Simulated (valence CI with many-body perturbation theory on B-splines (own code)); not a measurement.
## How close is CI+MBPT for Bi?

Calculated by configuration interaction combined with many-body perturbation theory (CI+MBPT): five valence electrons over a frozen Dirac-Fock core [Xe] 4f14 5d10, radial functions for each j: 11 s, 11 p, 10 d, 8 f, 5 g, 2 h, with the one-electron correlation potential Σ1 (screened to all orders), the two-electron term Σ2, the three-electron term Σ3, Breit, model QED; selected single and double excitations, second order for the rest, scaled by the run's own slope (own B-spline code, finite nucleus).

Set against measurement, 16 paired levels are off by 325 cm⁻¹ on average, the worst by 714. These come from a selection out of the NIST Handbook of Basic Atomic Spectroscopic Data. Levels without a partner in it may be off by more. Among the levels kept, up to 920 cm⁻¹ of a level comes from second order outside the variational space, and about a tenth of that is noise between levels of different J, which matters for small intervals.

Measured levels: NIST Handbook of Basic Atomic Spectroscopic Data (Sansonetti and Martin, J. Phys. Chem. Ref. Data 34, 1559 (2005)). Pairs share parity and J, and are chosen by configuration, term and nearness in energy; levels without a clear partner are left out. Energies in cm⁻¹ above the measured ground level.

Levels are named by their leading jj configuration (3d3/2^4 stands for four electrons in 3d with j = 3/2), which in mixed levels can hold well under half, so a name can repeat and another be missing. Letters in brackets count levels of one name in rising energy.

```
                 Computed label  Label in the source  Measured  Computed  Difference
     (6s^2 6p1/2^2 6p3/2) J=3/2              6p3 4S°         0       0.0           0
     (6s^2 6p1/2 6p3/2^2) J=3/2              6p3 2D°   11419.0   11605.6        +187
     (6s^2 6p1/2 6p3/2^2) J=5/2              6p3 2D°   15437.5   15556.6        +119
     (6s^2 6p1/2 6p3/2^2) J=1/2              6p3 2P°   21660.9   21811.8        +151
        (6s^2 6p1/2^2 7s) J=1/2     6p2(3P0) 7s 2[0]   32588.2   32256.5        -332
           (6s^2 6p3/2^3) J=3/2              6p3 2P°   33164.8   33568.2        +403
     (6s^2 6p1/2^2 7p1/2) J=1/2    6p2(3P0) 7p 2[1]°   41125.0   40583.5        -542
     (6s^2 6p1/2^2 7p3/2) J=3/2    6p2(3P0) 7p 2[1]°   42940.5   42411.2        -529
     (6s^2 6p1/2^2 6d3/2) J=3/2     6p2(3P0) 6d 2[2]   43912.4   43481.2        -431
     (6s^2 6p1/2^2 6d5/2) J=5/2     6p2(3P0) 6d 2[2]   44816.8   44381.0        -436
(6s^2 6p1/2 6p3/2 7s) J=3/2 [a]     6p2(3P1) 7s 2[1]   44865.1   44800.6         -64
    (6s^2 6p1/2 6p3/2 7s) J=1/2     6p2(3P1) 7s 2[1]   45915.9   45858.5         -57
        (6s^2 6p1/2^2 8s) J=1/2     6p2(3P0) 8s 2[0]   47373.5   46659.6        -714
    (6s^2 6p1/2 6p3/2 7s) J=5/2     6p2(3P2) 7s 2[2]   48489.9   48410.3         -80
(6s^2 6p1/2 6p3/2 7s) J=3/2 [b]     6p2(3P2) 7s 2[2]   49460.9   49334.2        -127
     (6s^2 6p1/2^2 7d3/2) J=3/2     6p2(3P0) 7d 2[2]   51019.1   50533.8        -485
     (6s^2 6p1/2^2 7d5/2) J=5/2     6p2(3P0) 7d 2[2]   51158.5   50617.6        -541
```

Over 16 excited levels the mean absolute difference is 325 cm⁻¹, the median 368 and the largest 714. The comparison draws on a selection of the measured levels: 17 of the 44 computed ones have a partner in it, and others may be off by more.

Rates against NIST Handbook of Basic Atomic Spectroscopic Data (Sansonetti and Martin, J. Phys. Chem. Ref. Data 34, 1559 (2005)):

| λ vac, measured (nm) | Upper | Lower | A computed (s⁻¹) | A tabulated (s⁻¹) |
| --- | --- | --- | --- | --- |
| 195.47 | (6s^2 6p1/2^2 7d5/2) J=5/2 | (6s^2 6p1/2^2 6p3/2) J=3/2 | 5.98e+07 | 5.86e+07 |
| 196.01 | (6s^2 6p1/2^2 7d3/2) J=3/2 | (6s^2 6p1/2^2 6p3/2) J=3/2 | 2.21e+07 | 1.54e+07 |
| 202.18 | (6s^2 6p1/2 6p3/2 7s) J=3/2 [b] | (6s^2 6p1/2^2 6p3/2) J=3/2 | 5.81e+06 | 6.00e+06 |
| 206.23 | (6s^2 6p1/2 6p3/2 7s) J=5/2 | (6s^2 6p1/2^2 6p3/2) J=3/2 | 1.11e+08 | 9.60e+07 |
| 211.09 | (6s^2 6p1/2^2 8s) J=1/2 | (6s^2 6p1/2^2 6p3/2) J=3/2 | 5.06e+07 | 5.30e+07 |
| 222.89 | (6s^2 6p1/2 6p3/2 7s) J=3/2 [a] | (6s^2 6p1/2^2 6p3/2) J=3/2 | 1.12e+08 | 8.80e+07 |
| 223.13 | (6s^2 6p1/2^2 6d5/2) J=5/2 | (6s^2 6p1/2^2 6p3/2) J=3/2 | 2.31e+08 | 2.34e+08 |
| 289.88 | (6s^2 6p1/2 6p3/2 7s) J=1/2 | (6s^2 6p1/2 6p3/2^2) J=3/2 | 1.64e+08 | 1.53e+08 |
| 293.92 | (6s^2 6p1/2 6p3/2 7s) J=3/2 [b] | (6s^2 6p1/2 6p3/2^2) J=5/2 | 1.25e+08 | 1.23e+08 |
| 298.99 | (6s^2 6p1/2 6p3/2 7s) J=3/2 [a] | (6s^2 6p1/2 6p3/2^2) J=3/2 | 5.01e+07 | 5.40e+07 |
| 299.42 | (6s^2 6p1/2^2 6d5/2) J=5/2 | (6s^2 6p1/2 6p3/2^2) J=3/2 | 8.57e+06 | 1.45e+07 |
| 302.55 | (6s^2 6p1/2 6p3/2 7s) J=5/2 | (6s^2 6p1/2 6p3/2^2) J=5/2 | 7.34e+07 | 8.60e+07 |
| 306.86 | (6s^2 6p1/2^2 7s) J=1/2 | (6s^2 6p1/2^2 6p3/2) J=3/2 | 1.71e+08 | 1.67e+08 |
| 472.38 | (6s^2 6p1/2^2 7s) J=1/2 | (6s^2 6p1/2 6p3/2^2) J=3/2 | 4.42e+06 | 9.40e+06 |
